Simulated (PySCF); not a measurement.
## Electronic structure of C (carbon, neutral) at the UHF level

Configuration: [He] 2s1 2p3, 2s spin antiparallel (an excited configuration). Computed with PySCF 2.14 in x2c-TZVPPall (5s3p2d1f, 31 functions), with scalar relativity by spin-free X2C-1e.

| Item | Value |
| --- | --- |
| Total energy | -37.266601 hartree |
| One-electron energy | -49.9564 hartree |
| Hartree (Coulomb) energy | 17.5331 hartree |
| Exchange energy | -4.8434 hartree |
| ⟨S²⟩ | 3.0000 |
| ⟨L²⟩ | 0.000 |
| Sum of ⟨r⟩ | 7.391 bohr |
| Sum of ⟨r²⟩ | 15.10 bohr² |
| Langevin diamagnetic susceptibility | -12.0 ×10⁻⁶ cm³/mol |

```
shell  electrons  mean orbital energy (eV)  rms radius, mean of both spins (bohr)
 1s β          1                   -309.78                                  0.312
 1s α          1                   -309.77                                  0.312
 2s β          1                   -17.027                                   1.77
 2p α          3                   -10.730                                   1.98
```

With the s spin flipped the determinant is a mixture of two multiplicities, not a spectroscopic state.

Spin-orbit constants ζ (cm⁻¹) from the X2C one-electron operator on these orbitals: bare nucleus, nucleus screened by l(l+1)(2l+1)/3 electrons, and screened by the Breit-Pauli mean field of the electrons.

```json
{"shell": "2p", "bare": "57.96", "screened nucleus": "38.64", "mean field": "31.03"}
```
